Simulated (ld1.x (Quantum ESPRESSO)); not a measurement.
## Which change was made? (Ge, RRKJ)

* Element: Ge
* Generator: ld1.x (Quantum ESPRESSO) 7.5
* Type: norm-conserving RRKJ (Kleinman–Bylander form)
* Functional: PBE
* Relativity: fully relativistic
* Frozen core: [Ar]
* Valence charge: 14
* Reference configuration: 3d10 4s2 4p2
* Partial waves: 4s (bound): rc 1.55 bohr; 4p (bound): rc 2.05 bohr; 3d (bound): rc 1.05 bohr; 4f channel at 0.2 Ry: rc 2.15 bohr
* Local potential: all-electron potential smoothed inside 0.85 bohr (lloc = -1)
* Core correction: none
* rho0: 0.02

Open shells are filled in proportion to 2j + 1 (rel_dist='average').

Cutoffs, loose and tight: the cutoffs (Ry, on a coarse ladder) from which the occupation-weighted sum of valence levels, in a spherical-Bessel basis at the reference potential, stays within 10 and 1 mRy of its value at 400 Ry. They do not see the model core or the augmentation charge, which bear on the density cutoff. Test errors are all-electron minus pseudo excitation energies from the reference, over the configurations 3d10 4s2 4p1; 3d10 4s2 4p0; 3d10 4s1 4p0; 3d9 4s2 4p3; 3d10 4s1 4p3; 3d10 4s0 4p4; 3d10 4s0 4p0; variants that change the core or the reference have their own tests.

The base gives: outcome: generated; cutoff, loose: 200 Ry; cutoff, tight: 260 Ry; bound ghosts: s, p3/2, p1/2; largest test error (meV): no test is counted, since the test run did not reproduce the reference configuration.

(1) After one change the result is: outcome: generated; cutoff, loose: 180 Ry; cutoff, tight: 260 Ry; bound ghosts: s; largest test error (meV): +563. Which change was it?
A. all radii scaled by about 0.87 (s 1.34, p 1.78, d 0.92, f 1.86 bohr); local potential all-electron potential smoothed inside 0.74 bohr (lloc = -1)
B. all radii scaled by about 1.15 (s 1.78, p 2.36, d 1.22, f 2.48 bohr); local potential all-electron potential smoothed inside 0.98 bohr (lloc = -1)
C. all radii scaled by about 1.35 (s 2.08, p 2.76, d 1.42, f 2.90 bohr); local potential all-electron potential smoothed inside 1.14 bohr (lloc = -1)
D. all radii scaled by about 1.04 (s 1.62, p 2.14, d 1.10, f 2.24 bohr); local potential all-electron potential smoothed inside 0.88 bohr (lloc = -1)

Results:

(1) D. The others give: all radii scaled by about 0.87 (s 1.34, p 1.78, d 0.92, f 1.86 bohr); local potential all-electron potential smoothed inside 0.74 bohr (lloc = -1) → outcome: failed: compute_chi: n is too large | all radii scaled by about 1.35 (s 2.08, p 2.76, d 1.42, f 2.90 bohr); local potential all-electron potential smoothed inside 1.14 bohr (lloc = -1) → outcome: generated; cutoff, loose: 120 Ry; cutoff, tight: 180 Ry; bound ghosts: s; largest test error (meV): +117 | all radii scaled by about 1.15 (s 1.78, p 2.36, d 1.22, f 2.48 bohr); local potential all-electron potential smoothed inside 0.98 bohr (lloc = -1) → outcome: generated; cutoff, loose: 160 Ry; cutoff, tight: 230 Ry; bound ghosts: s; largest test error (meV): +247.
